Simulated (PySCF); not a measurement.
Positional isomers: silole fluoro. All species are isolated molecules in the gas phase. Strings in code marks are SMILES.

The S1 excitation (TDA) from two functionals at the same geometries (PBE0-D3(BJ)/def2-TZVP), both in PySCF: PBE-D3(BJ)/def2-TZVP and PBE0-D3(BJ)/def2-TZVP. Excitations are Tamm–Dancoff values on a coarser integration grid. The basis has no diffuse functions, so Rydberg states are missing or too high.

```tsv
species	PBE-D3(BJ)/def2-TZVP (eV)
`FC1=CC=C[SiH2]1`	4.29
`FC1=C[SiH2]C=C1`	4.47
`C1C=C[SiH](C=1)F`	4.17
```

**Question.** What does PBE0-D3(BJ)/def2-TZVP give for each?

**Answer.** 
- `FC1=CC=C[SiH2]1`: 4.48
- `FC1=C[SiH2]C=C1`: 4.74
- `C1C=C[SiH](C=1)F`: 4.39
Over these rows, drawn at random from the members with no instability flagged (it was tested for open shells, ions and some series alone), PBE minus PBE0-D3(BJ): mean -0.23 eV, from -0.28 eV to -0.19 eV.
